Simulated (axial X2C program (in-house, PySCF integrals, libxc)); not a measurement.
Spin–orbit effects down a group: homonuclear dimers (ions), PBE0

Computed with an axial X2C code built on PySCF integrals, spin-free (one-electron X2C) or two-component (2c: spin–orbit coupling with atomic mean-field Coulomb and Gaunt terms, which also bring small scalar terms), in Dyall basis sets with cores contracted in-house; open shells are unrestricted.

Basis sets: Be dyall-v3z, Ca dyall-cv3z, Mg dyall-cv3z, Sr dyall-cv3z.

```csv
molecule,spin-free state,Re (Å),ωe (cm⁻¹),De (eV),2c state,Re 2c (Å),ωe 2c (cm⁻¹),De 2c (eV)
Be₂⁺,"M_S = 1/2, Λ = 0",2.216,532.6,2.35,Ω = 1/2,2.216,532.5,2.35
Mg₂⁺,?,?,?,?,?,?,?,?
Ca₂⁺,"M_S = 1/2, Λ = 0",3.846,127.4,1.31,Ω = 1/2,3.846,127.4,1.31
Sr₂⁺,"M_S = 1/2, Λ = 0",4.229,76.7,1.17,Ω = 1/2,4.228,76.7,1.17
```

Question: Estimate the 2c Re and ωe of Mg₂⁺ as the mean of its neighbours in the table.

Answer: Re ≈ 3.031 Å, ωe ≈ 329.9 cm⁻¹. The PBE0 runs give the row below, so the estimate misses by -0.009 Å and 126.6 cm⁻¹.

```
molecule   spin-free state  Re (Å)  ωe (cm⁻¹)  De (eV)  2c state  Re 2c (Å)  ωe 2c (cm⁻¹)  De 2c (eV)
    Mg₂⁺  M_S = 1/2, Λ = 0   3.040      203.4     1.48   Ω = 1/2      3.040         203.3        1.48
```

Fragments in 2c: Be + Be+, Mg+ + Mg, Ca + Ca+, Sr + Sr+. Each entry is the lowest single determinant of a limited PBE0 search at one distance. De goes to single-determinant-based atoms at the same level (for ions the charge split of lowest energy) and is withheld (n/a) where an atom does not fit its ground term or J level. Main or longest-lived isotopes.
